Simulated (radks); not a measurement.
The mean radii <r> (bohr) of the occupied orbitals of an atom or ion are listed with their occupations. Calculated with a radial shooting solver on a logarithmic mesh with Libxc functionals: non-relativistic Kohn-Sham, LB94 model potential, spin-polarised, spherical densities, point nucleus.

| orbital | occ. | <r> |
|---|---|---|
| 1s down | 1 | 0.02526 |
| 1s up | 1 | 0.02527 |
| 2s up | 1 | 0.1064 |
| 2s down | 1 | 0.1065 |
| 2p up | 3 | 0.09027 |
| 2p down | 3 | 0.09038 |
| 3s up | 1 | 0.2548 |
| 3s down | 1 | 0.2544 |
| 3p up | 3 | 0.2415 |

Name the element and its charge. Open shells, if any, are filled with parallel spins first.

Answer. Z = 60, neodymium, charge +45: Nd45+ in [Ne] 3s2 3p3. The 1s radius gives Z: for a bare nucleus <r> = 1.5/Z, 0.025 bohr for Z = 60, and screening makes it slightly larger (0.02526 here). The occupations add up to 15, and the charge is Z minus that.
